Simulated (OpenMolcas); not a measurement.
## Cl IV: effect of the IPEA shift

```json
{
  "Program": "OpenMolcas",
  "Basis": "ANO-R3 [6s5p4d3f1g]",
  "Scalar Hamiltonian": "X2C, finite nucleus",
  "Active space": "2 electrons in 3 orbitals (3p)",
  "State averaging": "2S+1 = 3 even, 3 roots; 2S+1 = 1 even, 6 roots",
  "Spin-orbit coupling": "RASSI with atomic mean-field integrals over the reference wave functions, term energies averaged over their components"
}
```

Methods on the same reference wave functions:
A. CASSCF
B. SS-CASPT2, IPEA 0 Eh, imaginary shift 0.1 Eh (closed shells correlated: 2s 2p 3s)
C. SS-CASPT2, IPEA 0.25 Eh, imaginary shift 0.1 Eh (closed shells correlated: 2s 2p 3s)

Energies in cm-1 above 3s2 3p2 3P0, the measured ground level; measured values from Moore, Atomic Energy Levels, vol. I, NSRDS-NBS 35 (1971 reprint of NBS Circular 467, 1949).

```tsv
Level	A	B	C	Measured
3s2 3p2 3P0	0.0	0.0	0.0	0.0
3s2 3p2 3P1	445	453	453	491
3s2 3p2 3P2	1246	1249	1249	1341
3s2 3p2 1D2	16826	13880	13390	13766
3s2 3p2 1S0	40585	32880	32390	32550
```

Deviations, from unrounded energies. A percentage is the sum of absolute deviations over the sum of measured energies, with the sign that they share, or ± where signs differ.

```json
{"Against measurement": "mean absolute deviation (cm-1)", "Levels": "4", "A": "2800", "B": "140", "C": "170"}
{"Against measurement": "fine structure of the ground term (%)", "Levels": "2", "A": "-7.7", "B": "-7.1", "C": "-7.1"}
{"Against measurement": "other terms of the ground configuration (%)", "Levels": "2", "A": "+24.0", "B": "+1.0", "C": "-1.2"}
```

B lies closest to measurement on these levels and A furthest from it. The largest miss of B in the table is 3s2 3p2 1S0, by +330 cm-1. The ranking rests on the paired levels alone, and a cruder setting can come out closer through cancelling errors.

Between B and C the level of the table that moves most is 3s2 3p2 1D2, by 490 cm-1 (lowest in C, highest in B). Moves below CASPT2's spread within the term are not significant.

The mean deviations of B to C differ by less than CASPT2's widest spread within a term (70 cm-1), so their order carries little weight.

From A to B the spin-free energies of the other terms of 3s2 3p2 shown, above 3P, scale by a factor of 0.81.

The lowest spin-free term lies below A's lowest term by 0.370 hartree in B, 0.363 hartree in C.

CASPT2 does not keep the components of a term degenerate, so their means are used; among the terms shown or strongly mixed into the levels shown the widest spread is 70 cm-1 (3s2 3p2 1D, C). With the s shell closed, the reference lacks s² → p² mixing. Measured partners are found by configuration, term and J. A level has none where our copy of the source lacks it or the pairing is in doubt (some pairs that miss far off the trend of their configuration count as doubtful), and it then counts in no deviation. Only configurations of the active space appear.
